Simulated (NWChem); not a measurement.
System meant: BHClF; SMILES FBCl

The following NWChem deck was run.

```
start job
memory heap 200 mb stack 900 mb global 1100 mb
geometry units angstroms noautosym nocenter noautoz
  B     -0.535149    -0.557154     0.000000
  H     -1.722157    -0.746523     0.000000
  F      0.294750    -1.572484     0.000000
  Cl     0.116693     1.061621     0.000000
end
basis spherical
  * library def2-svp
end
dft
  xc m06-l
  iterations 150
end
property
  shielding
end
task dft property
```

End of the output:

```
 Vector   19  Occ=0.000000D+00  E= 1.211618D-01
              MO Center= -4.7D-01, -8.6D-01,  3.6D-11, r^2= 3.5D+00
   Bfn.  Coefficient  Atom+Function         Bfn.  Coefficient  Atom+Function
  ----- ------------  ---------------      ----- ------------  ---------------
     8      0.995404  1 B  py                22      0.611518  3 F  s
     2      0.466389  1 B  s                  7     -0.449401  1 B  px
    37     -0.443955  4 Cl s                  3     -0.429667  1 B  s
     5     -0.420408  1 B  py                44      0.386842  4 Cl px
    45      0.236294  4 Cl py                16     -0.201585  2 H  s

 center of mass
 --------------
 x =   0.05879997 y =   0.01038850 z =   0.00000000

 moments of inertia (a.u.)
 ------------------
         322.702436790815          -0.333727718712           0.000000000000
          -0.333727718712          29.299715499400           0.000000000000
           0.000000000000           0.000000000000         352.002152290214

     Multipole analysis of the density
     ---------------------------------

     L   x y z        total         alpha         beta         nuclear
     -   - - -        -----         -----         ----         -------
     0   0 0 0     -0.000000    -16.000000    -16.000000     32.000000

     1   1 0 0     -0.221170     -0.336057     -0.336057      0.450943
     1   0 1 0     -0.036902     -0.361350     -0.361350      0.685797
     1   0 0 1      0.000000      0.000000      0.000000      0.000000

     2   2 0 0    -17.596264    -18.459894    -18.459894     19.323523
     2   1 1 0      0.613829     -0.962685     -0.962685      2.539200
     2   1 0 1      0.000000      0.000000      0.000000      0.000000
     2   0 2 0    -18.332796    -86.878861    -86.878861    155.424926
     2   0 1 1      0.000000      0.000000      0.000000      0.000000
     2   0 0 2    -16.378571     -8.189285     -8.189285      0.000000

          -----------------------------------------
          Chemical Shielding Tensors (GIAO, in ppm)
          -----------------------------------------

 ------------------------------------------------------------------------
  xm06: d2 not coded                    0
 ------------------------------------------------------------------------
 ------------------------------------------------------------------------
  current input line :
    19: task dft property
 ------------------------------------------------------------------------
 ------------------------------------------------------------------------
 This error has not yet been assigned to a category
 ------------------------------------------------------------------------
 For more information see the NWChem manual at https://nwchemgit.github.io

0: xm06: d2 not coded:Received an Error in Communication
```

Q: Find the fault in this run and fix the input.

A: The run crashed. Cause: this functional's second derivatives, which shieldings need, aren't coded here; the fix takes a hybrid GGA instead. This input runs:
```
start job
memory heap 200 mb stack 900 mb global 1100 mb
geometry units angstroms noautosym nocenter noautoz
  B     -0.535149    -0.557154     0.000000
  H     -1.722157    -0.746523     0.000000
  F      0.294750    -1.572484     0.000000
  Cl     0.116693     1.061621     0.000000
end
basis spherical
  * library def2-svp
end
dft
  xc pbe0
  iterations 150
end
property
  shielding
end
task dft property
```
It converges to -585.06094 Ha (PBE0/def2-SVP, GIAO).
